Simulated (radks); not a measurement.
The numbers below are computed, except where a source is named.
Question: The aluminium ion Al3+, [Ne]. Level of theory: non-relativistic Kohn-Sham, LDA (Slater exchange, Perdew-Wang correlation), spin-polarised, spherical densities, point nucleus (a radial shooting solver on a logarithmic mesh with Libxc functionals). Every spin shell is full or empty, so the densities are truly spherical. Functionals are evaluated on that one density, not self-consistently. Rank these orbital-free kinetic functionals by their error against the exact value of the orbitals, and give that value: Thomas-Fermi, von Weizsacker, TF + vW, TF + vW/9, LC94, APBEK, Perdew 92, Thakkar, LKT, PG1, Ernzerhof.

Answer: Exact: 238.755 hartree. From best to worst, with 100 (|E| - |E exact|)/|E exact| (equal figures are ties): Thakkar +0.02, LC94 +0.16, APBEK +0.29, Ernzerhof +0.37, Perdew 92 -0.45, TF + vW/9 -0.46, Thomas-Fermi -7.70, PG1 +27.47, LKT +33.59, von Weizsacker -34.85, TF + vW +57.45.
